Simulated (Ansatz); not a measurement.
`CB(N)O[SiH3]` + `C[O][Sn]([OH])([F])[F]` → `C[O][Sn]([F])([F])[O]C` + `NBO[SiH3]`  (substitution at a C–B bond)

Isolated molecules relaxed with PBE0-D4/def2-TZVP in Ansatz; ΔE leaves out vibrations. CBS: MP2 limit from def2 TZ/QZ plus the TZ coupled-cluster correction, frozen cores. Functionals use def2-TZVPP. HSE06 is defined as in plane-wave codes. Elements past krypton have def2 core potentials. For Sn outer-core shells are correlated without core-valence functions, which leaves a few kJ/mol of doubt a bond. Each species was taken in one conformer, which may not be the lowest.

```tsv
level	ΔE (kJ/mol)
PBE-D4	102.9
HSE06	104.5
```

(1) What does CCSD(T)/CBS give? (Best estimate.)

Largest T1 diagnostic among the species: 0.015.

## Answers

(1) Ansatz gave: +105.3 kJ/mol. The listed levels differ from it by -2.4, -0.8 kJ/mol.

Leaving LDA and LC-ωPBE aside and taking each functional with its dispersion term where it has one, the values, not all of them listed here, spread over 13.8 kJ/mol, from BLYP-D4 to B97M-V. LDA lies +7.8 kJ/mol from PBE without D4. From BLYP to BHLYP (50 % exact exchange), in def2-TZVPP and without D4, ΔE moves by +7.5 kJ/mol.
